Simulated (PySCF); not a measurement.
**Computed structure and properties of [Eu(H2O)8]3+**

System: [Eu(H2O)8]3+ (singlet in the valence; each metal's 4f electrons, 6 of them, lie in its core potential, out of spins and levels); start: displaced along the imaginary mode (S8). Method: PySCF 2.14.0, RKS TPSS, Eu lcecp-1-SVP with ECP52, O def2-SVP, H def2-SVP; non-relativistic Hamiltonian with scalar-relativistic core potentials where named; density fitting; no spin-orbit coupling.

Input of the relaxation:

```python
mol = gto.M(atom='''
Eu     0.00000     0.00000     0.00000
O      2.13879     0.00764     1.26978
H      2.32424     0.21374     2.23336
H      3.02770    -0.25003     0.85524
O     -0.00764     2.13879     1.26978
H     -0.21374     2.32424     2.23336
H      0.25003     3.02770     0.85524
O     -2.13879    -0.00764     1.26978
H     -2.32424    -0.21374     2.23336
H     -3.02770     0.25003     0.85524
O      0.00764    -2.13879     1.26978
H      0.21374    -2.32424     2.23336
H     -0.25003    -3.02770     0.85524
O      1.50695     1.51775    -1.26978
H      2.31770     1.96411    -0.85524
H      1.49235     1.79462    -2.23336
O     -1.51775     1.50695    -1.26978
H     -1.96411     2.31770    -0.85524
H     -1.79462     1.49235    -2.23336
O     -1.50695    -1.51775    -1.26978
H     -2.31770    -1.96411    -0.85524
H     -1.49235    -1.79462    -2.23336
O      1.51775    -1.50695    -1.26978
H      1.96411    -2.31770    -0.85524
H      1.79462    -1.49235    -2.23336''',
    basis={'Eu': 'lcecp-1-SVP', 'O': 'def2-SVP', 'H': 'def2-SVP'},
    ecp={'Eu': 'lcecp-1-SVP'},
    charge=3, spin=0)
mf = dft.RKS(mol, xc='TPSS')
mf.grids.atom_grid = (50, 194)  # f atoms: unpruned, at least (60, 302)
mf = mf.density_fit()  # fitting sets: Eu AutoAux, O def2-universal-JKFIT, H def2-universal-JKFIT
mf.conv_tol = 1e-08; mf.max_cycle = 55
mf.kernel(dm0)  # dm0: converged density of the start geometry
# quasi-Newton relaxation in Cartesian coordinates to a largest gradient under 0.00045 Eh/bohr, steps kept in the point group
```

Run from Python with OMP_NUM_THREADS=4; the lines above give its settings. Where DIIS fails, smearing, a level shift and second-order steps follow.
It took 8.8 min on 4 threads of Arm Neoverse V2, with other jobs on the host, from the converged density of the start.

Course of the relaxation:

```tsv
step	energy above end (eV)	largest force component within the symmetry (eV/Å)
0	0.7053	1.175
1	0.3676	0.131
2	0.3137	0.092
3	0.2691	0.839
4	0.2157	0.347
5	0.1819	0.290
6	0.1001	0.294
7	0.0703	0.507
15	0.0033	0.038
16	0.0022	0.048
17	0.0007	0.037
18	0.0003	0.019
19	0.0000	0.015
20	0.0000	0.014
```
(The steps between are left out.)

Relaxed geometry (S8):

```xyz
25

Eu    0.0000    0.0000    0.0005
O     2.0702    0.0084    1.3440
H     2.2677    0.5811    2.1160
H     2.8758   -0.5390    1.2233
O    -0.0084    2.0702    1.3440
H    -0.5811    2.2677    2.1160
H     0.5390    2.8758    1.2233
O    -2.0702   -0.0084    1.3440
H    -2.2677   -0.5811    2.1160
H    -2.8758    0.5390    1.2233
O     0.0084   -2.0702    1.3440
H     0.5811   -2.2677    2.1160
H    -0.5390   -2.8758    1.2233
O     1.4566    1.4712   -1.3434
H     2.4131    1.6551   -1.2249
H     1.1890    2.0153   -2.1151
O    -1.4712    1.4566   -1.3434
H    -1.6551    2.4131   -1.2249
H    -2.0153    1.1890   -2.1151
O    -1.4566   -1.4712   -1.3434
H    -2.4131   -1.6551   -1.2249
H    -1.1890   -2.0153   -2.1151
O     1.4712   -1.4566   -1.3434
H     1.6551   -2.4131   -1.2249
H     2.0153   -1.1890   -2.1151
```

| contact | Å |
| --- | --- |
| Eu1–O2 (H2O) | 2.468 |
| Eu1–O5 (H2O) | 2.468 |
| Eu1–O8 (H2O) | 2.468 |
| Eu1–O11 (H2O) | 2.468 |
| Eu1–O14 (H2O) | 2.468 |
| Eu1–O17 (H2O) | 2.468 |
| Eu1–O20 (H2O) | 2.468 |
| Eu1–O23 (H2O) | 2.468 |

On the finer grid (75, 302):

```json
{
 "HOMO": "-19.34 eV",
 "LUMO": "-12.21 eV",
 "Dipole about the centre of mass": "0.01 D",
 "Set of Mulliken populations of Eu1 outside the core potential": "s 2.26, p 6.50, d 1.35, f 0.06",
 "D3(BJ) dispersion energy (not in the energies)": "-0.690 eV"
}
```

| atom | Mulliken (e) | Löwdin (e) | spin (e) |
| --- | --- | --- | --- |
| Eu1 | 0.83 | 0.50 | 0.00 |
| O2 | -0.28 | -0.01 | 0.00 |
| H3 | 0.28 | 0.16 | 0.00 |
| H4 | 0.28 | 0.16 | 0.00 |
| O5 | -0.28 | -0.01 | 0.00 |
| H6 | 0.28 | 0.16 | 0.00 |
| H7 | 0.28 | 0.16 | 0.00 |
| O8 | -0.28 | -0.01 | 0.00 |
| H9 | 0.28 | 0.16 | 0.00 |
| H10 | 0.28 | 0.16 | 0.00 |
| O11 | -0.28 | -0.01 | 0.00 |
| H12 | 0.28 | 0.16 | 0.00 |
| H13 | 0.28 | 0.16 | 0.00 |
| O14 | -0.28 | -0.01 | 0.00 |
| H15 | 0.28 | 0.16 | 0.00 |
| H16 | 0.28 | 0.16 | 0.00 |
| O17 | -0.28 | -0.01 | 0.00 |
| H18 | 0.28 | 0.16 | 0.00 |
| H19 | 0.28 | 0.16 | 0.00 |
| O20 | -0.28 | -0.01 | 0.00 |
| H21 | 0.28 | 0.16 | 0.00 |
| H22 | 0.28 | 0.16 | 0.00 |
| O23 | -0.28 | -0.01 | 0.00 |
| H24 | 0.28 | 0.16 | 0.00 |
| H25 | 0.28 | 0.16 | 0.00 |

The 4f levels lie in the core potential and are missing. Their spin isn't counted.

No frequency check is given for this geometry.

Taking off one H2O (charge 0, singlet; the rest: singlet) in vacuum, both parts rigid, costs 2.01 eV; the small basis without counterpoise inflates it. Parting with an electron moved from the ligand to the metal can be far cheaper, even downhill.

Rigid scan of H2O along the line from its metal:

(distance to O2 (Å), energy (eV)): (2.17, 0.358), (2.27, 0.135), (2.37, 0.029), (2.47, 0.000), (2.57, 0.020), (2.67, 0.071), (2.87, 0.215)

One start shape was tried, so this needn't be the lowest isomer.

An lcecp potential fixes the number of 4f electrons, so in runs with it no electron can move into or out of that shell.
